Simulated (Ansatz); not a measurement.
In₉P₉H₂₆⁻, a nanocrystal cut from wurtzite InP (hydrogen-capped). Total charge -1; doublet. Geometry PBE-D4/def2-SVP, that of the neutral singlet; atoms count from 1.

Cartesian coordinates in Å:
```
P -1.976 -3.545 -0.607
In -3.060 -1.239 -0.113
P -2.893 -1.397 2.570
In -1.089 0.460 -3.384
P -1.211 0.377 -0.703
In -1.940 2.673 0.057
In -1.504 0.256 4.016
P -1.781 2.502 2.740
P 0.209 4.089 -0.270
In 0.116 -4.384 0.830
In 1.816 -2.774 -3.102
P 1.399 -0.242 -3.598
P 1.615 -2.676 -0.433
In 1.041 -0.309 0.267
P 0.770 -0.349 2.931
In 3.076 1.640 -2.909
P 2.794 1.444 -0.252
In 2.394 3.575 1.182
H -3.019 -4.512 -0.758
H -1.567 -3.458 -1.976
H -4.731 -0.977 -0.491
H -4.153 -1.604 3.218
H -2.288 -2.654 2.895
H -2.175 -0.828 -3.857
H -1.321 2.160 -3.726
H -3.488 3.364 -0.303
H -1.727 0.244 5.731
H -2.761 3.285 3.429
H -0.615 3.224 3.154
H 0.544 3.914 -1.650
H -0.162 5.470 -0.315
H 0.438 -6.030 0.387
H -0.254 -3.806 2.445
H 0.364 -3.646 -3.547
H 3.459 -3.244 -3.429
H 1.558 -0.225 -5.026
H 2.922 -2.803 0.143
H 1.158 -1.619 3.461
H 1.761 0.471 3.555
H 2.311 3.179 -3.246
H 4.727 1.200 -3.237
H 3.958 0.814 0.300
H 1.736 3.149 2.751
H 3.547 4.834 0.869
```

In the def2 sets In takes a core potential; there is no spin–orbit coupling. Single mean-field runs in def2-SVP are fitted with def2-universal-jkfit. The highest occupied level of the charge -1 doublet lies above zero (up to 0.22 eV). By energy differences its removal costs 0.78 eV (vertical, to the charge 0 singlet, at PBE0-D4/def2-SVP); self-interaction error and the lack of diffuse functions both raise the level.

**Question.** Estimate the Mulliken populations of the heavy atoms from the PBE0/def2-SVP orbitals of Ansatz.

**Answer.** 
| atom | charge (e) | spin (α − β) |
| --- | --- | --- |
| P1 | -0.21 | 0.01 |
| In2 | 0.35 | 0.06 |
| P3 | -0.20 | 0.00 |
| In4 | 0.25 | 0.03 |
| P5 | -0.50 | 0.01 |
| In6 | 0.35 | 0.06 |
| In7 | 0.16 | 0.29 |
| P8 | -0.20 | 0.00 |
| P9 | -0.21 | 0.01 |
| In10 | 0.22 | 0.03 |
| In11 | 0.24 | 0.06 |
| P12 | -0.38 | 0.00 |
| P13 | -0.34 | 0.05 |
| In14 | 0.40 | 0.23 |
| P15 | -0.12 | -0.02 |
| In16 | 0.24 | 0.06 |
| P17 | -0.34 | 0.05 |
| In18 | 0.22 | 0.03 |
Mulliken values and Mayer orders depend strongly on the basis.

**Question.** Where does the spin sit?

**Answer.** Summed by element: P 0.10, In 0.85, H 0.05, of 1 unpaired in all. Largest on single atoms: In7 0.29, In14 0.23, In11 0.06.

**Question.** And the Mayer bond orders between bonded heavy atoms (over 0.3)?

**Answer.** P1–In2 0.73 (2.59 Å); P1–In10 0.60 (2.67 Å); In2–P3 0.58 (2.69 Å); In2–P5 0.86 (2.53 Å); P3–In7 0.75 (2.60 Å); In4–P5 0.61 (2.68 Å); In4–P12 0.76 (2.59 Å); P5–In6 0.86 (2.53 Å); P5–In14 0.72 (2.55 Å); In6–P8 0.58 (2.69 Å); In6–P9 0.73 (2.59 Å); In7–P8 0.75 (2.60 Å); In7–P15 0.72 (2.59 Å); P9–In18 0.60 (2.67 Å); In10–P13 0.78 (2.60 Å); In11–P12 0.73 (2.61 Å); In11–P13 0.64 (2.68 Å); P12–In16 0.73 (2.61 Å); P13–In14 0.72 (2.53 Å); In14–P15 0.44 (2.68 Å); In14–P17 0.72 (2.53 Å); In16–P17 0.64 (2.68 Å); P17–In18 0.78 (2.60 Å).
